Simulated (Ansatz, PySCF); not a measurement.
MoO2Cl2, SMILES [Cl][Mo](=[O])([Cl])=[O], multiplicity 1. Atoms are numbered in the order given.

```xyz
5

Mo     0.0000     0.0000     0.2967
O      0.0000     1.3290     1.2906
O      0.0000    -1.3290     1.2906
Cl    -1.8705     0.0000    -0.9648
Cl     1.8705     0.0000    -0.9648
```

Geometry optimised at PBE0-D3(BJ)/def2-SVP. The spin state was assumed, not searched. The isomer is the one that the SMILES or the coordinates give; other isomers of the formula were not compared. The def2 effective core potentials stand for the cores of Mo; spin–orbit coupling is left out.

Two levels are set side by side: PBE-D3(BJ)/def2-SVP (Ansatz, a first-principles code) and PBE0-D3(BJ)/def2-SVP (Ansatz). Each level has its own optimised geometry; the coordinates shown are those of the second. Frequencies come from the Hessian of PySCF at each geometry. Differences are taken from unrounded values.

```tsv
quantity	PBE0-D3(BJ)	PBE-D3(BJ)	PBE-D3(BJ) minus PBE0-D3(BJ)
mean bond length (Å)	1.958	1.978	0.020
bond Mo1–O2 (Å)	1.660	1.687	0.027
bond Mo1–O3 (Å)	1.660	1.687	0.027
bond Mo1–Cl4 (Å)	2.256	2.269	0.013
bond Mo1–Cl5 (Å)	2.256	2.269	0.013
highest harmonic wavenumber (cm⁻¹)	1088	1016	-72
mean harmonic wavenumber (cm⁻¹)	459	436	-24
zero-point energy (kcal/mol)	5.91	5.61	-0.30
```

Exact exchange shortens and stiffens bonds; PBE has none. Differences between two approximate levels are no errors against the true value.
